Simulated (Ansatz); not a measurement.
AlClH₆Si₂, SMILES `[AlH2][SiH2][SiH2]Cl`, relaxed with RKS PBE-D4/def2-SVP in Ansatz 0.2.0 from a rough embedded geometry. The force threshold is 0.03 eV/Å; the program also tests the step.

Charge 0, multiplicity 1.

Start:

```xyz
10

Al    0.157   -1.410   -1.491
Si    0.951    0.254   -0.131
Si   -0.644    0.824    1.287
Cl   -2.357    1.596    0.276
H     0.062   -1.233   -3.117
H    -0.378   -2.845   -0.882
H     1.311    1.439   -0.935
H     2.092   -0.196    0.621
H    -1.045   -0.337    2.162
H    -0.151    1.909    2.211
```

```tsv
step	energy (eV)	largest force (eV/Å)	largest move (Å)
1	-34944.5681	1.700	0.000
2	-34944.9220	0.410	0.163
3	-34944.9538	0.106	0.103
4	-34944.9601	0.040	0.041
5	-34944.9686	0.067	0.100
6	-34944.9887	0.100	0.194
7	-34945.0143	0.176	0.190
8	-34945.0543	0.200	0.192
9	-34945.1175	0.188	0.199
10	-34945.1996	0.237	0.197
11	-34945.2416	0.276	0.195
12	-34945.2556	0.144	0.075
13	-34945.2617	0.046	0.037
14	-34945.2730	0.150	0.187
15	-34945.2766	0.194	0.182
16	-34945.2796	0.137	0.033
17 (rejected)	-34945.2763	0.170	0.097
18	-34945.2828	0.030	0.047
19	-34945.2841	0.010	0.054
20	-34945.2848	0.134	0.147
21	-34945.2858	0.040	0.019
22	-34945.2862	0.022	0.025
23	-34945.2867	0.009	0.050
24	-34945.2868	0.053	0.088
25	-34945.2869	0.026	0.011
```

End:

```xyz
10

Al   -0.291   -1.081   -1.491
Si    1.325    0.154   -0.057
Si   -0.489    0.815    1.284
Cl   -2.081   -0.114    0.071
H    -0.698   -0.411   -2.887
H    -0.449   -2.648   -1.197
H     1.985    1.415   -0.556
H     2.299   -0.571    0.837
H    -0.684    0.184    2.636
H    -0.917    2.256    1.358
```

It took 43 s on 2 threads of an Arm Neoverse V2 on a shared host, with 0.14 GiB of host memory at the peak.
